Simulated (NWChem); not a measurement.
System: SiN$_{2}$H$_{5}$F; SMILES N[SiH](F)N

NWChem input:

```
start job
memory heap 200 mb stack 900 mb global 1100 mb
geometry units angstroms noautosym nocenter noautoz
  Si    -0.078546    -0.022315     0.323804
  N      1.532524    -0.356048    -0.147493
  N     -0.487056     1.520699    -0.275722
  F     -0.922126    -1.275188    -0.293986
  H     -0.437904    -0.016297     1.768339
  H      1.867107    -1.310347    -0.202156
  H      2.279949     0.301075     0.036987
  H     -0.280982     1.784895    -1.232147
  H     -1.255007     2.053799     0.113258
end
basis spherical
  * library 6-31g*
end
dft
  xc b3lyp
  iterations 150
end
property
  shielding
end
task dft property
```

Structure relaxed at the PBE0/def2-SVP level.

GIAO values for the isolated, static molecule; σ is the absolute isotropic shielding, δ = σ(reference) − σ with the isolated reference molecule computed at the same levels (19F: trichlorofluoromethane, 1H: tetramethylsilane, 15N: ammonia).

Atoms are numbered as in the input.

Q: What results follow from this input? (B3LYP/6-31G* (spherical d), GIAO.) Quantities: δ N2 (ppm); δ F4 (ppm); δ H5 (ppm); δ H6 (ppm); δ H7 (ppm); δ H8 (ppm); δ H9 (ppm).

A: 
- δ N2 (ppm): 12.7
- δ F4 (ppm): -127.3
- δ H5 (ppm): 5.08
- δ H6 (ppm): -0.10
- δ H7 (ppm): -0.15
- δ H8 (ppm): 0.55
- δ H9 (ppm): 0.49
